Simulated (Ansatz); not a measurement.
Frontier orbitals of `[F][Hf]([F])([I])[I]`.

Total charge 0; spin multiplicity 1. Correlated methods include outer-core shells of Hf, I, which these sets cover unevenly. Hf, I: def2 effective core potential. The geometry is a stationary point of PBE0-D4/def2-TZVP. Basis def2-TZVPP, Ansatz.

```
functional  HOMO (eV)  LUMO (eV)  gap (eV)
       PBE      -7.02      -2.89      4.13
    revPBE      -6.95      -2.79      4.16
      BLYP      -6.82      -2.74      4.08
      PBE0      -8.14      -2.18      5.96
   r2SCANh      -7.74      -2.49      5.25
 CAM-B3LYP      -9.32      -1.15      8.17
   ωB97M-V     -10.17      -0.26      9.91
```

From PBE to PBE0 the HOMO moves by −1.12 eV and the LUMO by +0.70 eV, and with ωB97M-V by −3.16 and +2.63 eV, so the gap grows from 4.13 to 9.91 eV with exact exchange.
